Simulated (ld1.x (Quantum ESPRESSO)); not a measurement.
## Reading a pseudo-wave (oxygen)

Columns: radius, all-electron u(r) and pseudo u(r) of the 2p shell (level -9.45 eV) of oxygen in the configuration [He] 2s1 2p5; PBE, scalar-relativistic, ultrasoft scheme, ld1.x (Quantum ESPRESSO) 7.5.

| r (bohr) | all-electron | pseudo |
| --- | --- | --- |
| 0.050 | 0.0313 | 0.0108 |
| 0.100 | 0.1036 | 0.0426 |
| 0.150 | 0.1947 | 0.0933 |
| 0.200 | 0.2913 | 0.1600 |
| 0.250 | 0.3855 | 0.2387 |
| 0.300 | 0.4728 | 0.3249 |
| 0.350 | 0.5510 | 0.4140 |
| 0.400 | 0.6192 | 0.5014 |
| 0.450 | 0.6773 | 0.5831 |
| 0.500 | 0.7257 | 0.6560 |
| 0.550 | 0.7650 | 0.7177 |
| 0.600 | 0.7956 | 0.7670 |
| 0.650 | 0.8184 | 0.8037 |
| 0.700 | 0.8342 | 0.8286 |
| 0.750 | 0.8437 | 0.8431 |
| 0.800 | 0.8479 | 0.8491 |
| 0.850 | 0.8474 | 0.8486 |
| 0.900 | 0.8430 | 0.8435 |
| 0.950 | 0.8352 | 0.8353 |
| 1.000 | 0.8246 | 0.8246 |
| 1.050 | 0.8117 | 0.8117 |
| 1.100 | 0.7969 | 0.7969 |
| 1.150 | 0.7807 | 0.7807 |
| 1.200 | 0.7632 | 0.7632 |
| 1.250 | 0.7448 | 0.7448 |
| 1.300 | 0.7258 | 0.7258 |

(1) How many radial nodes do the two functions have?

(2) At about which radius was the pseudo-wave matched?

(3) Is the pseudo-wave norm-conserving?

Results:

(1) The all-electron 2p function has n − l − 1 = 0; the pseudo-wave has 0.

(2) 1.00 bohr, where the columns begin to agree (steps of 0.05 bohr).

(3) No, it belongs to an ultrasoft set: the norm inside the radius is not constrained, and the difference is carried by the augmentation charge.
